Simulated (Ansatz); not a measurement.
Ansatz (a program for electronic structure) input (CCSD(T)/6-31G):

Ansatz 0.2 input:
```yaml
crystal:
  periodic: [false, false, false]
  atoms:
    - {symbol: C, position_ang: [-4.06834804, 0.65157986, -0.47401430]}
    - {symbol: C, position_ang: [-2.72132167, 0.88129974, 0.10542102]}
    - {symbol: C, position_ang: [-1.67423941, -0.16185244, -0.34448496]}
    - {symbol: C, position_ang: [-0.29639296, 0.09092053, 0.26564421]}
    - {symbol: C, position_ang: [0.73404759, -0.93779505, -0.18413080]}
    - {symbol: S, position_ang: [2.39172748, -0.73770259, 0.53930354]}
    - {symbol: C, position_ang: [2.93431776, 0.78024873, -0.28979660]}
    - {symbol: H, position_ang: [-4.33456915, 1.05582530, -1.44136018]}
    - {symbol: H, position_ang: [-4.75949498, -0.04171467, -0.01367984]}
    - {symbol: H, position_ang: [-2.35442827, 1.87417878, -0.17437676]}
    - {symbol: H, position_ang: [-2.77215046, 0.86011952, 1.19904782]}
    - {symbol: H, position_ang: [-1.60519927, -0.15045515, -1.43640218]}
    - {symbol: H, position_ang: [-2.02366300, -1.16119681, -0.06800314]}
    - {symbol: H, position_ang: [0.03893320, 1.09462323, -0.00994453]}
    - {symbol: H, position_ang: [-0.36250868, 0.07520695, 1.35669329]}
    - {symbol: H, position_ang: [0.82924186, -0.94375644, -1.27305194]}
    - {symbol: H, position_ang: [0.42312763, -1.94092224, 0.11516013]}
    - {symbol: H, position_ang: [3.96789154, 0.94880258, 0.00914249]}
    - {symbol: H, position_ang: [2.33995946, 1.64235783, 0.00966129]}
    - {symbol: H, position_ang: [2.89684065, 0.66376408, -1.37357480]}
basis:
  gaussian:
    orbitals: 6-31G
magnetization: {spin_polarized: true, initial_magnetization: 1}
correlation: {method: ccsd_t, electrons: outside_noble_gas}
```

End of the output:

```
11 core orbitals not correlated
reference -17200.60801295 eV, -632.1106854851 hartree; 22, 21 occupied and 60, 61 virtual orbitals, 1318 factors
second order -15.84398485 eV of doubles, -0.00000000 eV of singles
coupled cluster: 1.36 GiB planned
cycle   1  -17.32881257 eV  change    -1.5e0 eV  update   9.8e-2
cycle   2  -18.00086178 eV  change   -6.7e-1 eV  update   3.5e-2
cycle   3  -18.11358160 eV  change   -1.1e-1 eV  update   1.2e-2
cycle   4  -18.12154562 eV  change   -8.0e-3 eV  update   4.1e-3
cycle   5  -18.12243670 eV  change   -8.9e-4 eV  update   1.6e-3
cycle   6  -18.12259250 eV  change   -1.6e-4 eV  update   6.5e-4
cycle   7  -18.12257799 eV  change    1.5e-5 eV  update   2.2e-4
cycle   8  -18.12257938 eV  change   -1.4e-6 eV  update   7.4e-5
cycle   9  -18.12258394 eV  change   -4.6e-6 eV  update   2.7e-5
perturbative correction -0.42305977 eV, -0.0155471597 hartree
Total energy: -17219.15365666 eV, -632.7922253206 hartree
```

It need not be the lowest isomer of its formula.
